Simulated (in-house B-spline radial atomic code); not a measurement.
## Solving the quasi-particle equation for 5s up of neutral rubidium

Configuration [Kr] 5s1, highest spin, start HSE06; correlation leaves out the 6 deepest shells. Computed with a B-spline radial code for spherical atoms: all electrons, scalar-relativistic (spin-free one-electron X2C), finite nucleus, each spin shell either full or empty, empty states to l = 9 with an (l + 1/2)⁻⁴ tail; G0W0 by contour deformation at full frequency.

RPA overbinds a lone outer s electron by self-correlation, and G0W0 tends to as well.

At the mean-field level ε = -2.558 eV the matrix elements are Σx = -5.598 eV, v_xc = -4.362 eV and Σc(ε) = -0.888 eV, and the slope of the correlation self-energy is dΣc/dω = -0.1688. The quasi-particle energy solves E = ε + Σx − v_xc + Σc(E).

Q: What does the linearised equation give?

A: Z = 1/(1 − dΣc/dω) = 1/1.1688 = 0.8556. The first-order shift is Σx − v_xc + Σc(ε) = -5.598 − (-4.362) + (-0.888) = -2.124 eV, so E ≈ ε + Z × shift = -2.558 + 0.8556 × (-2.124) = -4.375 eV.

Q: How does that compare with the full solution and with static screening?

A: Solving the equation at full frequency dependence gives E = -4.296 eV, where Σc = -0.502 eV and the weight is 0.711; the linearised value is off by 80 meV; so low a weight means that a satellite takes much of the strength. Leaving Z out would give -4.682 eV. Static COHSEX puts -1.644 eV in place of Σc and gives -5.438 eV, 1.14 eV deeper. The tabulated removal energy is 4.177 eV (NIST, measured); the run leaves out spin-orbit coupling, Breit and QED terms.
